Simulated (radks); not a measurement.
Question: Ga V, configuration [Ar] 3d8 4p1 (not the ground configuration). All-electron calculation, non-relativistic Kohn-Sham, PBE, spin-polarised, spherical densities, point nucleus; open shells are filled with parallel spins first. Program: a radial shooting solver on a logarithmic mesh with Libxc functionals. Some entries of the table are withheld. Estimate them.

orbital  occ.  eigenvalue (eV)  <r> (bohr)
1s up       1        -10164.27     0.04943
1s down     1        -10164.19     0.04943
2s up       1        -1306.859      0.2216
2s down     1        -1305.139      0.2214
2p up       3        -1166.054      0.1923
2p down     3        -1164.748      0.1921
3s up       1        -214.1787         (1)
3s down     1        -211.2416         (2)
3p up       3              (3)      0.6652
3p down     3              (4)      0.6668
3d up       5         -88.7757      0.7095
3d down     3         -85.7444      0.7138
4p up       1         -44.2837         (5)
4p down     0         -41.9638         (6)

Answer: 
(1) 3s up <r> (bohr): 0.6510
(2) 3s down <r> (bohr): 0.6521
(3) 3p up eigenvalue (eV): -168.2000
(4) 3p down eigenvalue (eV): -165.2543
(5) 4p up <r> (bohr): 1.969
(6) 4p down <r> (bohr): 1.964
